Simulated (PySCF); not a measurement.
C2H5OS, SMILES [CH2]S(C)=O, multiplicity 2. The structure is a stationary point at PBE0-D3(BJ)/def2-SVP. The isomer is the one that the SMILES or the coordinates give; other isomers of the formula were not compared.

Level of theory: PBE0-D3(BJ)/def2-SVP run with PySCF 2.14.0.

Harmonic wavenumbers (cm⁻¹): 197, 213, 273, 320, 347, 543, 653, 722, 857, 933, 953, 1154, 1287, 1346, 1416, 1435, 3069, 3158, 3204, 3211, 3305. Rotational constants (GHz): 7.461, 7.112, 4.234; symmetry number 1.

### Question
Work out the zero-point energy and the ideal-gas rigid-rotor harmonic-oscillator thermochemistry at 298.15 K and 1 atm.

### Answer
ZPE = ½ Σ hcν = ½ × 28597 cm⁻¹ = 40.88 kcal/mol. H − E(el) = 45.11 kcal/mol. Entropy in cal/(mol K): translation 38.94, rotation 24.77, vibration 9.98, spin 1.38, total 75.08. G − E(el) = 22.73 kcal/mol. Cp = 21.58 cal/(mol K).
